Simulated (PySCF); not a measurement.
# Se+: ionisation energy

Se+ [Ar] 3d10 4s2 4p3 (4S) → Se(2+) [Ar] 3d10 4s2 4p2 (3P), as a difference of total energies. All numbers are calculated (PySCF 2.14, scalar relativity by spin-free X2C-1e, in x2c-TZVPPall (6s5p4d1f, 48 functions)). Correlated levels: valence and next inner shell: [Ne] frozen. The calculations carry no spin-orbit coupling.

| method | ionisation energy (eV) | plus first-order spin-orbit estimate | error of that sum (eV) |
| --- | --- | --- | --- |
| UHF | 20.850 | 20.554 | -0.642 |
| MP2 (valence and next inner shell) | 21.431 | 21.135 | -0.061 |
| SCS-MP2 (valence and next inner shell) | 21.254 | 20.958 | -0.238 |
| CCSD (valence and next inner shell) | 21.358 | 21.062 | -0.134 |
| CCSD(T) (valence and next inner shell) | 21.390 | 21.095 | -0.101 |

Reference: 21.196 ± 0.01 eV (measured; NIST Atomic Spectra Database, ionization energies).

A first-order spin-orbit estimate (lowest level to lowest level, LS coupling) adds -0.296 eV.

Errors of the correlated levels include the incompleteness of this basis and the frozen core.
